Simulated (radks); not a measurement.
Q: Ba3+, configuration [Kr] 4d10 5s2 5p5. All-electron calculation, Dirac Kohn-Sham, BLYP, spin-unpolarised, spherical densities, point nucleus; open shells are shared between the two j in proportion to 2j + 1; speed of light set to 411.108 atomic units (3 times the physical value, a model run). Program: a radial shooting solver on a logarithmic mesh with Libxc functionals.

Spin-orbit splittings of the eigenvalues, e(l+1/2) - e(l-1/2), with zeta = 2 splitting/(2l+1) and mean radii in bohr:

| shell | occ. | splitting (eV) | zeta (eV) | <r> j=l-1/2 | <r> j=l+1/2 |
|---|---|---|---|---|---|
| 2p | 6 | 38.62 | 25.74 | 0.09823 | 0.09887 |
| 3p | 6 | 7.407 | 4.938 | 0.2948 | 0.2961 |
| 3d | 10 | 1.747 | 0.6988 | 0.2668 | 0.2672 |
| 4p | 6 | 1.547 | 1.031 | 0.7245 | 0.7274 |
| 4d | 10 | ? | ? | 0.7944 | 0.7955 |
| 4f | 0 | 0.02634 | 0.007525 | 1.213 | 1.214 |
| 5p | 5 | 0.2341 | 0.1561 | 1.848 | 1.855 |

Estimate the 4d splitting.

A: 0.2934 eV (zeta = 0.1174 eV).
